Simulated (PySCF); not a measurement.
One of the candidates below gave these computed data.

All candidates are C8H8O2.

- UV, strongest line: among the 6 lowest singlet transitions: S4 at 5.83 eV (213 nm, f = 0.273) [TDDFT B3LYP/def2-SVPD]
- Rotational structure: rotational constants A, B, C: 2.807, 0.973, 0.761 GHz [PBE0-D3(BJ)/def2-SVP]
- UV, first state: lowest singlet excitation: 4.05 eV (306 nm, f = 0.098) [TDDFT B3LYP/def2-SVPD]
- Polarisability: 104.3 au [B3LYP/def2-SVPD]
- Dipole: 2.44 D [B3LYP/def2-SVPD]

Gas-phase values; electronic properties from PySCF, density fitting. Levels stand in brackets. The structure is a single PBE0-D3(BJ)/def2-SVP conformer in the gas phase; no vibrational or solvent corrections.

Question: Which candidate is it?
A. `Cc1ccccc1C(=O)O`
B. `O=C(O)C1=CC=CCC=C1`
C. `O=C(O)Cc1ccccc1`

Answer: B. It is `O=C(O)C1=CC=CCC=C1`. Numbering: `[O:1]=[C:2]([OH:3])[C:4]1=[CH:5][CH:6]=[CH:7][CH2:8][CH:9]=[CH:10]1`. Its formula, C8H8O2, gives 5 degrees of unsaturation: 1 ring and 4 π bonds in the structure found. S1 is mainly HOMO→LUMO (weight 0.90); the largest Löwdin shares of the orbital it empties are 0.18 on an alkene CH carbon, 0.14 on the fully substituted alkene carbon and 0.14 on each of 2 atoms of one kind (alkene CH carbon), of the orbital it fills 0.18 on each of 2 atoms of one kind (alkene CH carbon), 0.14 on the fully substituted alkene carbon and 0.10 on the carboxylic acid carbon. The optimised geometry has point group C1 and is an asymmetric top.

The others, at the same levels:
- `Cc1ccccc1C(=O)O` fails: its computed lowest singlet excitation is 4.72 eV (263 nm, f = 0.041) (against 4.05 eV), static isotropic polarisability is 102.0 au (against 104.3 au) and rotational constant A is 2.230 GHz (against 2.807 GHz).
- `O=C(O)Cc1ccccc1` fails: its computed lowest singlet excitation is 5.24 eV (237 nm, f = 0.000) (against 4.05 eV), static isotropic polarisability is 99.1 au (against 104.3 au) and dipole moment is 1.68 D (against 2.44 D).

Each candidate is one conformer, not necessarily the lowest. The conformers computed, where there is a choice (atom-mapped SMILES and torsion angles):
- `[O:1]=[C:2]([OH:3])[C:4]1=[CH:5][CH:6]=[CH:7][CH2:8][CH:9]=[CH:10]1`: O1–C2–C4–C5 8°, H–O3–C2–O1 0°
- `[CH3:1][c:2]1[cH:3][cH:4][cH:5][cH:6][c:7]1[C:8](=[O:9])[OH:10]`: C6–C7–C8–O9 180°, H–O10–C8–C7 180°
- `[O:1]=[C:2]([OH:3])[CH2:4][c:5]1[cH:6][cH:7][cH:8][cH:9][cH:10]1`: O1–C2–C4–C5 -89°, C2–C4–C5–C6 80°, H–O3–C2–O1 2°
